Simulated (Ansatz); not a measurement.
Reactions of `[BH3-][O+](C)C`.

Calculated with Ansatz (gas phase, PBE0-D4/def2-TZVP geometries, no zero-point term in ΔE). CCSD(T)/CBS is the MP2 limit (def2-TZVPP, def2-QZVPP) plus CCSD(T) − MP2 in def2-TZVPP, frozen cores. This one scheme is used for every species, atoms too. Open shells (•) are unrestricted, without spin–orbit coupling. Spin–orbit coupling would lower the free atoms: a little for B, C, O. One conformer a species, not always the lowest.

Problem. Order these by ΔE at CCSD(T)/CBS, lowest first. (Estimate.)
A. `[BH3-][O+](C)C` → `C[BH-](C)[OH2+]`
B. `[BH3-][O+](C)C` → B• + 2 C• + 9 H• + O•
C. `[BH3-][O+](C)C` → `[CH2]` (triplet) + `[BH3-][OH+]C`
D. BH₃ + `COC` → `[BH3-][O+](C)C`

Solution. A (-33.0 kcal/mol), D (-22.5 kcal/mol), C (+97.2 kcal/mol), B (+1102.0 kcal/mol).

Largest T1 diagnostic: 0.014, for B•.
